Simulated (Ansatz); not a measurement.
Job for Ansatz (a quantum-chemistry and plane-wave program): R-wB97M-V/def2-TZVPP on dimethyl selenide (SMILES C[Se]C), a point of a torsion scan.

Ansatz 0.2 input:
```yaml
crystal:
  periodic: [false, false, false]
  atoms:
    - {symbol: C, position_ang: [1.48966356, -0.10208315, 0.02060948]}
    - {symbol: Se, position_ang: [0.32417205, 0.77404173, -1.29092609]}
    - {symbol: C, position_ang: [-0.31131406, -0.83667609, -2.19861830]}
    - {symbol: H, position_ang: [1.72368606, -1.09683720, -0.34592404]}
    - {symbol: H, position_ang: [2.39483987, 0.48785598, 0.12833046]}
    - {symbol: H, position_ang: [0.97528910, -0.16956735, 0.97635313]}
    - {symbol: H, position_ang: [0.53573476, -1.35522206, -2.64113078]}
    - {symbol: H, position_ang: [-1.00082464, -0.51933975, -2.97560854]}
    - {symbol: H, position_ang: [-0.82461302, -1.47560405, -1.48403206]}
basis:
  gaussian:
    orbitals: def2-TZVPP
hamiltonian:
  xc: {name: wB97M-V}
scf: {lower_state_search: off}
```

The head of its log:

```
WARN ansatz: RAYON_NUM_THREADS=1 ignored (pool sized by the plan → 1); use --threads N
Functional definition: wB97M-V
these checks for a lower state are left out or cut short: stability, starts, cluster_reference, orbital_swaps, neighbouring_geometries, increment
integrals: 0.13 GiB planned
1109 factors; their error is unknown
integrals: 0.17 GiB planned
265 factors; integrals over basis functions are off by at most 8.8e-6 eV
mean field: 1.19 GiB planned
mean field evaluation 1: about -67513.6709 eV, gradient 4.0e1 eV
mean field evaluation 2: about -67514.8523 eV, gradient 3.1e1 eV
```

**Question.** What total energy does the run end on?

**Answer.** -2481.2110 hartree.
